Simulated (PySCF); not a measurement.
## Structure revision by computed shifts

A compound C$_{8}$H$_{11}$F gives the data below (simulated from a calculation) and was assigned the structure `C/C=C1/C(=C/C)C[C@@H]1F`.

13C{1H} NMR (computed): δ 146.8 (CH, 2C), 86.8 (CH2), 63.8 (CH), 45.5 (CH, 2C), 24.2 (CH2, 2C).

1H NMR (600 MHz, computed): δ 6.51 (m, 2H), 4.41 (m, 2H), 2.58 (m, 2H), 2.02 (m, 1H), 1.57 (m, 2H), 1.10 (m, 2H).

[PySCF: geometry from GFN2-xTB; shieldings: GIAO PBE0/pcSseg-1; no solvent model; a single conformation; no relativistic terms; rapidly exchanging positions averaged]

Scale: TMS for 1H (σref 31.72) and 13C (σref 186.93) (reference shieldings calculated alike).

Task: Compare with the shifts computed for the proposed structure, pairing carbons in order of shift.

Result: Atom-mapped SMILES (the numbers label the heavy atoms): `[CH3:1]/[CH:2]=[C:3]1/[C:4](=[CH:5]/[CH3:6])[CH2:7][C@@H:8]1[F:9]` (H(Xn): hydrogen on atom n).

| atom | computed for proposal | given list | difference |
| --- | --- | --- | --- |
| C3 | 147.2 | 146.8 | +0.4 |
| C4 | 140.0 | 146.8 | -6.8 |
| C2 | 128.9 | 86.8 | +42.1 |
| C5 | 123.7 | 63.8 | +59.9 |
| C8 | 89.0 | 45.5 | +43.5 |
| C7 | 37.2 | 45.5 | -8.3 |
| C1 | 17.9 | 24.2 | -6.3 |
| C6 | 17.6 | 24.2 | -6.6 |

The rms difference is 30.5 ppm and the largest +59.9 ppm at C5 (alkene CH). The proposal also would give 8 carbon signals, not 5. The carbon types in order of shift don't match either: C, C, CH, CH, CH, CH2, CH3, CH3 for the proposal against CH, CH, CH2, CH, CH, CH, CH2, CH2 in the data. The proposal doesn't fit.

Task: Which isomer fits?

Result: `InChI=1S/C8H11F/c9-5-8-6-1-2-7(8)4-3-6/h1-2,6-8H,3-5H2/t6-,7+,8+`.

1. Carbon types of the structure: 5 × CH, 3 × CH2, which accounts for all hydrogens.
2. δC 146.8: alkene CH; the olefinic region.
3. δC 86.8: sp3 CH2 bonded to F; pulled downfield by the heteroatom.
4. δC 63.8: sp3 CH in a ring.
5. δC 45.5: allylic sp3 CH; saturated and bonded to C and H only.

Other isomers checked: C=C=C[C@@H]1C[C@H](C)[C@H]1F (rms 31.2 ppm).

The shifts were computed for this structure.

Splittings by 19F in the carbon and heteronuclear signals aren't shown, as no couplings were computed. Shifts are as computed. Against solution values, carbons near 30 ppm lie about +3 ppm off and those near 130 ppm about +5 ppm. Of 1211 compounds with measured shifts, 218 miss one by over three times the rms of a fit or turn the order of signals round; such compounds aren't used in these exercises. No couplings were computed; multiplicities are counted from neighbouring protons, with m where these are inequivalent, close in shift, in a saturated or five-membered ring or joined by F or P, and br s for small geminal =CH2 splittings.
